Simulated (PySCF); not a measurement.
Point groups of optimised structures. The calculation used PBE0/pcSseg-1 in PySCF (dipole) on a GFN2-xTB geometry, gas phase. The symmetry is that of the one conformer found, every atom within 0.08 Å of its image; none is proved a minimum here.

**Question.** What symmetry has `[CH3:1][C:2](=[O:3])[C:4]1=[CH:5][O:6][C:7](=[O:8])[CH2:9]1` with C1–C2–C4–C5 180°, H–C1–C2–O3 0° (nearest H)?

**Answer.** Cs; asymmetric top; symmetry number 1; 2 operations, which sort the 15 atoms into 13 sets; dipole 2.45 D, in the ab plane, which is the mirror; A, B, C = 4177, 1048, 846.6 MHz; heavy atoms equivalent by symmetry: none.

**Question.** `[CH3:1][O:2][C:3](=[O:4])[c:5]1[cH:6][cH:7][c:8]([CH3:9])[o:10]1` with C1–O2–C3–O4 0°, O2–C3–C5–C6 180°, H–C1–O2–C3 60° (nearest H), H–C9–C8–C7 0° (nearest H): symmetry, top, dipole?

**Answer.** Cs; asymmetric top; symmetry number 1; 2 operations, which sort the 18 atoms into 16 sets; dipole 2.65 D, in the ab plane, which is the mirror; A, B, C = 3190, 822.8, 659.5 MHz.

**Question.** `[CH:1]#[C:2][c:3]1[cH:4][cH:5][p:6][c:7]([CH3:8])[c:9]1[Cl:10]` with H–C8–C7–P6 0° (nearest H): symmetry, top, dipole?

**Answer.** Cs; asymmetric top; symmetry number 1; 2 operations, which sort the 16 atoms into 15 sets; dipole 0.72 D, in the ab plane, which is the mirror; A, B, C = 1441, 929.3, 566.9 MHz; heavy atoms equivalent by symmetry: none.

**Question.** `[CH2:1]=[CH:2][N:3]1[CH2:4][C@@H:5]([O:6][CH3:7])[CH:8]=[N:9]1` with C1–C2–N3–C4 3°, C4–C5–O6–C7 -80°: symmetry, top, dipole?

**Answer.** C1; asymmetric top; symmetry number 1; this conformer is chiral (no improper operation); dipole 2.99 D.

**Question.** What symmetry has `[Cl:1][C:2]([Cl:3])=[C:4]([Cl:5])[Cl:6]`?

**Answer.** D2h; asymmetric top; symmetry number 4; 8 operations, which sort the 6 atoms into 2 sets; dipole forbidden by symmetry (computed 0.00 D); A, B, C = 1714, 1410, 773.7 MHz; heavy atoms equivalent by symmetry: Cl1/Cl3/Cl5/Cl6, C2/C4.

**Question.** `[CH3:1][CH:2]([CH3:3])[c:4]1[n:5][cH:6][cH:7][cH:8][p:9]1` with C1–C2–C4–N5 -61°: symmetry, top, dipole?

**Answer.** Cs; asymmetric top; symmetry number 1; 2 operations, which sort the 19 atoms into 15 sets; dipole 1.25 D, in the ab plane, which is the mirror; A, B, C = 2524, 1060, 887.8 MHz; heavy atoms equivalent by symmetry: C1/C3.
